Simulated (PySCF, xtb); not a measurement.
C₂H₇O, SMILES CC[OH2+], charge +1.

GFN2-xTB run with xtb at its own geometry gives an orbital gap of 8.99 eV.

Geometry: B3LYP-D3(BJ)/def2-TZVP. The isomer is the one that the SMILES or the coordinates give; other isomers of the formula were not compared.

Q: What does PBE/def2-TZVPD (PySCF) give? (The exact figures need the calculation; the answer reports its results.)

A: gap 7.34 eV (levels -14.34 and -7.00 eV).
